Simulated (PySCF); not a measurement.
Predicted microwave data (PySCF, PBE0-D3(BJ)/def2-SVP geometry optimisation, gas phase) for one isomer of C3H8Se:

* Rotational constants: A = 23320, B = 1582, C = 1539 MHz
* Dipole components: |μa| = 1.48 D, |μb| = 0.02 D, |μc| = 0.52 D
* Inertial defect: -12.67 u·Å²
* κ: -1.00

Question: Which structure is it? (One computed conformer of each.)
A. `[CH3:1][CH:2]([CH3:3])[SeH:4]` with C1–C2–Se4–H 64°
B. `[CH3:1][CH2:2][CH2:3][SeH:4]` with C1–C2–C3–Se4 -178°, C2–C3–Se4–H -63°
C. `[CH3:1][CH2:2][Se:3][CH3:4]` with C1–C2–Se3–C4 -69°

Answer: B. It is CCC[SeH]. The candidates at the same level (rigid rotor, commonest isotopes):

```json
{"SMILES": "CC(C)[SeH]", "A (MHz)": "7843", "B (MHz)": "2768", "C (MHz)": "2220", "μa (D)": "1.54", "μb (D)": "0.00", "μc (D)": "0.27", "Δ (u·Å²)": "-19.41", "point group": "Cs", "rotor": "asymmetric top"}
{"SMILES": "CC[Se]C", "A (MHz)": "7304", "B (MHz)": "3193", "C (MHz)": "2499", "μa (D)": "0.94", "μb (D)": "1.09", "μc (D)": "0.47", "Δ (u·Å²)": "-25.24", "point group": "C1", "rotor": "asymmetric top"}
{"SMILES": "CCC[SeH]", "A (MHz)": "23320", "B (MHz)": "1582", "C (MHz)": "1539", "μa (D)": "1.48", "μb (D)": "0.02", "μc (D)": "0.52", "Δ (u·Å²)": "-12.67", "point group": "–", "rotor": "–"}
```

`CC(C)[SeH]` has B 75 % too high; `CC[Se]C` has B 102 % too high. No structure here is proved a minimum.
